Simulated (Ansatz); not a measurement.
In9N9H24, a nanocrystal cut from wurtzite InN (hydrogen-capped). Total charge 0; triplet. Geometry PBE-D4/def2-SVP, that of the neutral singlet; atoms count from 1.

```csv
atom,x (Å),y (Å),z (Å)
In1,-0.043,0.716,-4.349
N2,-0.456,2.624,-3.180
N3,0.182,-0.594,-2.566
In4,1.974,-0.091,-1.416
In5,-0.513,2.631,-0.958
N6,1.384,1.745,-0.335
N7,2.101,-1.590,0.173
In8,3.962,-1.363,1.367
In9,1.450,1.612,1.845
N10,3.386,0.626,2.312
In11,-1.715,-0.843,-1.504
N12,-1.939,1.069,-0.414
N13,-1.318,-2.286,0.092
In14,0.356,-1.917,1.453
In15,-2.048,0.900,1.761
N16,-0.074,0.101,2.249
In17,-3.172,-2.816,1.199
N18,-3.465,-0.767,2.146
H19,1.526,0.991,-5.059
H20,-1.565,0.366,-5.128
H21,0.240,3.327,-3.473
H22,-1.354,3.007,-3.513
H23,0.382,-1.529,-2.964
H24,3.428,0.164,-2.343
H25,-0.854,4.237,-0.366
H26,2.103,2.447,-0.582
H27,2.229,-2.489,-0.326
H28,5.281,-0.953,0.301
H29,3.927,-2.485,2.702
H30,1.308,3.115,2.721
H31,4.136,1.302,2.099
H32,3.436,0.512,3.336
H33,-3.110,-1.168,-2.497
H34,-2.863,1.437,-0.701
H35,-1.062,-3.159,-0.404
H36,0.561,-3.071,2.742
H37,-2.545,2.330,2.629
H38,-0.077,-0.010,3.278
H39,-4.495,-2.948,0.069
H40,-2.760,-3.845,2.546
H41,-4.408,-0.437,1.890
H42,-3.516,-0.900,3.168
```

In the def2 sets In takes a core potential; there is no spin–orbit coupling. Single mean-field runs in def2-TZVP are fitted with def2-universal-jkfit. At PBE0-D4/def2-TZVP a singlet of charge 0 lies 4.62 eV below the triplet at the same geometry.

(1) Estimate the Mulliken populations of the heavy atoms from the PBE0/def2-TZVP orbitals of Ansatz.

(2) Where does the spin sit?

(3) And the Mayer bond orders between heavy atoms (over 0.3)?

Answers

(1) 
| atom | charge (e) | spin (α − β) |
| --- | --- | --- |
| In1 | 0.51 | 0.04 |
| N2 | -0.86 | 0.00 |
| N3 | -0.84 | 0.20 |
| In4 | 0.73 | 0.12 |
| In5 | 0.82 | 0.03 |
| N6 | -1.00 | -0.01 |
| N7 | -0.84 | 0.20 |
| In8 | 0.51 | 0.04 |
| In9 | 0.82 | 0.03 |
| N10 | -0.86 | 0.00 |
| In11 | 0.68 | 0.15 |
| N12 | -0.99 | -0.01 |
| N13 | -0.79 | 0.29 |
| In14 | 0.68 | 0.15 |
| In15 | 0.82 | 0.03 |
| N16 | -0.99 | -0.01 |
| In17 | 0.50 | 0.07 |
| N18 | -0.86 | 0.00 |
Mulliken values depend strongly on the basis.

(2) Summed by element: In 0.67, N 0.65, H 0.68, of 2 unpaired in all. Largest on single atoms: N13 0.29, N3 0.20, N7 0.20.

(3) In1–N2 0.45 (2.28 Å); In1–N3 0.54 (2.22 Å); N2–In5 0.54 (2.22 Å); N3–In4 0.53 (2.19 Å); N3–In11 0.48 (2.19 Å); In4–N6 0.54 (2.21 Å); In4–N7 0.53 (2.19 Å); In5–N6 0.60 (2.18 Å); In5–N12 0.59 (2.18 Å); N6–In9 0.60 (2.18 Å); N7–In8 0.54 (2.22 Å); N7–In14 0.48 (2.19 Å); In8–N10 0.45 (2.28 Å); In9–N10 0.54 (2.22 Å); In9–N16 0.59 (2.18 Å); In11–N12 0.54 (2.21 Å); In11–N13 0.50 (2.19 Å); N12–In15 0.60 (2.18 Å); N13–In14 0.50 (2.19 Å); N13–In17 0.47 (2.22 Å); In14–N16 0.54 (2.21 Å); In15–N16 0.60 (2.18 Å); In15–N18 0.53 (2.22 Å); In17–N18 0.47 (2.28 Å).
